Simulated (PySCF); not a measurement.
PBE on Bi⁻ (bismuth, charge -1), [Xe] 4f14 5d10 6s2 6p4, high-spin 3P determinant. All numbers are calculated (PySCF 2.14, scalar relativity by spin-free X2C-1e, in aug-cc-pwCVTZ-DK3 (11s10p8d5f1g, 125 functions)).

```
cycle= 1 E= -21533.4909749458  delta_E= -0.0282  |g|= 0.24  |ddm|= 1.15
cycle= 2 E= -21533.4915564583  delta_E= -0.000582  |g|= 0.191  |ddm|= 0.286
cycle= 3 E= -21533.4935021983  delta_E= -0.00195  |g|= 0.0262  |ddm|= 0.108
cycle= 4 E= -21533.493634574  delta_E= -0.000132  |g|= 0.00489  |ddm|= 0.0361
cycle= 5 E= -21533.4936546158  delta_E= -2e-05  |g|= 0.000817  |ddm|= 0.0151
cycle= 6 E= -21533.49365554  delta_E= -9.24e-07  |g|= 0.000125  |ddm|= 0.00411
cycle= 7 E= -21533.4936555645  delta_E= -2.45e-08  |g|= 3.59e-06  |ddm|= 0.000839
cycle= 8 E= -21533.4936555645  delta_E= -7.28e-12  |g|= 3.51e-07  |ddm|= 2.41e-05
converged SCF energy = -21533.4936555645  <S^2> = 2.0065563  2S+1 = 3.0043677
```

Highest occupied orbital energy: 1.387 eV; ⟨L²⟩ = 2.03; populations by l: s 12.00, p 28.00, d 30.00, f 14.00.

(1) Can this result be used?

Results:

(1) With care. Self-consistency was reached. Spin-orbit coupling is strong in this species (close to jj coupling), so the high-spin LS determinant is a model state, not a physical level. At PBE the highest occupied level has a positive energy, so only the finite basis holds that electron; in a semilocal or global hybrid functional this comes from self-interaction and does not mean that the real anion is unbound.
